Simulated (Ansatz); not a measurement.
`[NH]=[Ta]([NH2])([OH])[OH]` + `Cl/C=C/CCl` → `[NH]=[Ta]([NH2])([OH])[Cl]` + `OC/C=C/Cl`  (formal exchange of groups at a Ta–O bond)

Gas-phase electronic energies from Ansatz, PBE0-D4/def2-TZVP geometries. CCSD(T)/CBS adds triple-zeta CCSD(T) − MP2 to the extrapolated MP2 energy (def2 sets, frozen cores). Double bonds are as drawn, so ΔE can hold a change between cis and trans. Functionals use def2-TZVPP. Elements past krypton have def2 core potentials. For Ta outer-core shells are correlated without core-valence functions, which leaves a few kJ/mol of doubt a bond. Each species was taken in one conformer, which may not be the lowest.

```tsv
level	ΔE (kJ/mol)
PBE-D4	-14.0
B2PLYP	-15.0
HF/def2-TZVPP	-21.6
CCSD(T)/def2-TZVPP	-15.8
```

(1) What does CCSD(T)/CBS give? (Estimate.)

Largest T1 diagnostic among the species: 0.018.

Results:

(1) Ansatz gave: -12.9 kJ/mol. The listed levels differ from it by -1.1, -2.1, -8.7, -2.9 kJ/mol.

From PBE to PBE0 (25 % exact exchange), in def2-TZVPP and without D4, ΔE moves by −3.5 kJ/mol. In def2-TZVPP, CCSD(T) changes the Hartree–Fock value by +5.8 kJ/mol (the triples alone add −0.4 kJ/mol) and MP2 by +4.0 kJ/mol.
